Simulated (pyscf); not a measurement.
Elimination: H₃Si–S–Bi(Cl)–Cl (SMILES [SiH3][S][Bi]([Cl])[Cl]) → H₃Si–Cl (SMILES [SiH3]Cl) + S=Bi–Cl (SMILES [S]=[Bi][Cl])

Gas phase, singlet surface, charge 0. Bonds broken: Cl1–Bi2, S4–Si5. Bonds formed: Cl1–Si5. Single points on ωB97X-D3(BJ)/def2-SVP structures (PySCF, gas phase).

Transition state (Å):

```xyz
8

Cl     0.5089    -0.0593     0.9178
Bi    -1.9639    -0.6785     1.6105
Cl    -1.9549    -2.6414     0.1274
S     -2.4455     1.0778     0.1122
Si    -0.1515     0.9755    -1.0491
H     -0.4804     2.4104    -1.2465
H      1.3248     0.9716    -1.3234
H     -0.7237    -0.0568    -1.9404
```

One imaginary mode, 257i cm⁻¹; descent along it reached the two sides named, in the forms told below.

| bond | change | reactant side (Å) | saddle | product side |
|---|---|---|---|---|
| Cl1–Bi2 | breaks | 2.452 | 2.6 | 3.0 |
| S4–Si5 | breaks | 2.157 | 2.573 | 3.5 |
| Cl1–Si5 | forms | 3.5 | 2.318 | 2.121 |

Electronic energies relative to the reactant's lowest minimum found (kcal/mol):

```csv
level,barrier,reaction energy,reverse barrier
ωB97X-D3(BJ)/def2-TZVP,35.9,+38.1,-2.1
PBE/def2-TZVP,30.4,+24.9,5.5
r²SCAN/def2-TZVP,33.2,+28.4,4.8
B3LYP-D3(BJ)/def2-TZVP,34.3,+29.2,5.1
PBE0-D3(BJ)/def2-TZVP,33.4,+31.4,2.0
M06-2X/def2-TZVP,34.9,+30.2,4.7
ωB97M-D3(BJ)/def2-TZVP,34.9,+29.1,5.8
HF/def2-TZVP,43.2,+22.7,20.5
```

With ωB97M-D3(BJ)/def2-TZVP energies and thermal terms (ideal gas, 1 atm, RRHO with modes under 100 cm⁻¹ raised to 100, one conformer, R ln 2 for chiral ones without a mode under 150 cm⁻¹), in kcal/mol:

```
T (K)   ΔH‡   ΔG‡     ΔH     ΔG
-----  ----  ----  -----  -----
298    34.3  35.3  +28.0  +16.8
600    33.7  36.6  +26.8   +5.9
900    33.1  38.1  +25.6   -4.3
1200   32.5  39.9  +24.4  -14.1
```

On the product side the descent ends in an adduct with a Bi–Cl contact, 9.8 kcal/mol under the separated species and 7.7 kcal/mol under the saddle at ωB97X-D3(BJ)/def2-TZVP. At ωB97X-D3(BJ) the saddle lies under the separated products, which points to a path from their complex (located at ωB97X-D3(BJ) alone), and parting the products costs more than the saddle. What is counted as broken (Bi–Cl) persists as a longer contact in the product adduct; parting that adduct is a step of its own. This is the saddle that the search found; another between the same sides may lie lower. Elements past Kr carry the def2 core potentials, without spin-orbit coupling.
